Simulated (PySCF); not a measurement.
Start geometry of `F[C@@H]1C=C[CH2][GeH2]1` from GFN2-xTB (Å):
```
atom  x, y, z in Å
F1    -2.0451   -0.4877   -1.3059
C2    -1.3689   -0.3043   -0.1197
C3    -0.8686    1.1000   -0.0160
C4     0.4808    1.3169    0.1511
C5     1.4128    0.1655    0.2344
Ge6    0.2866   -1.4185   -0.1150
H7    -2.0793   -0.5193    0.6740
H8    -1.5494    1.9117   -0.0955
H9     0.8470    2.3210    0.2552
H10    1.8604    0.1384    1.2504
H11    2.2245    0.3108   -0.4540
H12    0.5156   -2.0927   -1.4281
H13    0.2894   -2.4588    0.9589
```

What comes out of this run: PBE0-D3(BJ)/def2-SVP geometry optimisation, gas phase in PySCF?

```
atom  x, y, z in Å
F1    -1.7867   -0.3428   -1.7446
C2    -1.3204   -0.2835   -0.4408
C3    -0.8399    1.0975   -0.1164
C4     0.4067    1.2907    0.3395
C5     1.3466    0.1348    0.5380
Ge6    0.3078   -1.3899   -0.1547
H7    -2.1575   -0.5796    0.2164
H8    -1.5288    1.9356   -0.2700
H9     0.7535    2.3040    0.5748
H10    1.5879   -0.0084    1.6046
H11    2.3056    0.2976    0.0204
H12    0.8434   -1.9568   -1.4780
H13    0.1227   -2.5184    0.8756
```

The energy falls by 0.164 eV over 9 energy and gradient evaluations, the largest force component goes from 0.0550 to 1.8e-04 Eh/bohr, and the atoms move by 0.039 Å rms after alignment. The bond that changes most is Ge6–H13 (ends: germanium bonded to 2 C and 2 H; Ge–H hydrogen), which lengthens by 0.044 Å. Bonds longer at the end by more than 0.005 Å: 8 of 13; shorter: 3. Among the angles that change most is F1–C2–Ge6, from 109.6° to 112.8°. Rotational constants go from 3055, 2547, 1501 to 3094, 2496, 1492 MHz. The orientation of the end geometry is arbitrary; only internal coordinates are fixed.

The run used 137 basis functions and 60 SCF cycles in all.

Stationary, but not proved a minimum.
